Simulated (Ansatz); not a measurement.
Program: Ansatz. Geometries: PBE0-D4/def2-TZVP. ΔE: electronic, gas phase. CBS: MP2 limit from def2 TZ/QZ plus the TZ coupled-cluster correction, frozen cores. DFT in def2-TZVPP. B3LYP here is the variant with VWN-RPA as its local correlation; programs differ in this. One conformer a species, not always the lowest.

Consider the redistribution: `OCO[SiH3]` + `O[SiH2][Si](F)(Cl)Cl` → `F[Si]([SiH3])(Cl)Cl` + `OCO[SiH2]O`.

```csv
level,ΔE (kcal/mol),difference from CCSD(T)/CBS
PBE-D4,-11.1,0.1
B3LYP-D4,-10.5,0.7
ωB97X-V,-11.1,0.1
ωB97M-V,-11.6,-0.4
PBE,-10.9,0.3
r2SCAN,-11.5,-0.3
PBE0,-10.9,0.3
MP2/def2-TZVPP,-11.4,-0.2
HF/def2-QZVPP,-9.2,2.0
MP2/CBS(def2),-11.1,0.1
CCSD(T)/CBS,-11.2,0
```

Largest T1 diagnostic among the species: 0.012.

In def2-TZVPP, CCSD(T) changes the Hartree–Fock value by −2.2 kcal/mol (the triples alone add −0.4 kcal/mol) and MP2 by −2.1 kcal/mol.
